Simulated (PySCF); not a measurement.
**Relaxation of singlet Cu2H4**

Method: PySCF, PBE0, basis Cu def2-TZVP, H def2-TZVP (no relativity, density fitting). A (50,194) grid was used.

A hand-made ethylene-like start, of C2h symmetry, held to at least that symmetry:

Coordinates in bohr (charge 0 multiplicity 1):
```
Cu    2.1165    0.0000    0.0000
Cu   -2.1165    0.0000    0.0000
H     3.4771    2.3402    0.2835
H     3.4771   -2.3402    0.2835
H    -3.4771    2.3402   -0.2835
H    -3.4771   -2.3402   -0.2835
```

Optimiser trace:
```csv
step,E − E(last) (kJ/mol),largest gradient (Eh/bohr)
0,128.65,0.01658
1,120.59,0.00969
2,113.26,0.00486
3,111.94,0.00672
4,109.06,0.00546
5,95.26,0.00331
6,74.34,0.01060
7,56.43,0.01540
8,32.50,0.00984
9,26.16,0.01076
10,24.13,0.00823
11,22.75,0.00822
12,13.54,0.02120
13,6.51,0.00581
14,2.56,0.00296
15,1.19,0.00316
16,0.77,0.00191
17,0.31,0.00100
18,0.03,0.00029
19,0.00,0.00002
```

It ends at D4h with Cu–H 1.743 Å (×8); Cu–H–Cu 74.6° (×4), H–Cu–H 68.5° (×8), H–Cu–H 105.4° (×4) (after a last refinement on a finer grid). A frequency run shows 3 imaginary modes, down to 198i cm⁻¹, so it is a higher-order saddle point. Other isomers or separated fragments may lie lower.

Final geometry:
```xyz
6
charge 0 multiplicity 1, angstrom
Cu    0.5092    0.0000   -0.9249
Cu   -0.5092    0.0000    0.9249
H     0.8591    0.9806    0.4729
H     0.8591   -0.9806    0.4729
H    -0.8591    0.9806   -0.4729
H    -0.8591   -0.9806   -0.4729
```

Stability towards spin polarisation was not tested. At this level a triplet minimum of C2h symmetry lies 80 kJ/mol below this structure.

The relaxation took 48 s on 2 threads of a shared Arm Neoverse V2 host, with 114 basis functions and 20 gradients. Launch command: `OMP_NUM_THREADS=2 python axn.py task.json out`.
